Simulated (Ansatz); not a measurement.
AsH4Si (SMILES [SiH2][AsH2]) moved off its minimum; all values from Ansatz (a program for electronic structure), cores frozen in correlated methods. Open shells are unrestricted.
(charge 0, multiplicity 2)
```xyz
6

Si    -1.5565    -0.3359    -0.1581
As     0.7320     0.1568     0.2049
H     -2.4577     0.7402     0.0670
H     -1.8810    -0.9363    -1.5298
H      1.1919    -1.3683    -0.0785
H      0.9716     0.5730    -1.2823
```

```csv
level,largest force (eV/Å),on atom,rms difference from CCSD(T)/def2-TZVPPD (eV/Å),dipole (D)
HF/def2-TZVPP,1.90,As2,0.215,0.22
PBE/def2-TZVPP,1.89,Si1,0.157,0.18
r2SCAN/def2-TZVPP,1.86,Si1,0.071,0.17
B3LYP/def2-TZVPP,1.82,Si1,0.029,0.10
wB97M-V/def2-TZVPP,1.84,Si1,0.093,0.04
MP2/def2-TZVPPD,1.87,Si1,0.100,0.18
CCSD(T)/def2-TZVPPD,1.83,Si1,0.000,0.18
```

The differences count from one level among others, with limits of its own. Forces at CCSD(T)/def2-TZVPPD (eV/Å):

| atom | Fx | Fy | Fz |
|---|---|---|---|
| Si1 | 0.414 | -1.485 | -0.991 |
| As2 | 0.545 | -0.911 | -0.685 |
| H3 | -0.647 | 1.056 | 0.281 |
| H4 | 0.199 | 0.265 | 0.680 |
| H5 | -0.454 | 1.243 | 0.193 |
| H6 | -0.057 | -0.167 | 0.521 |
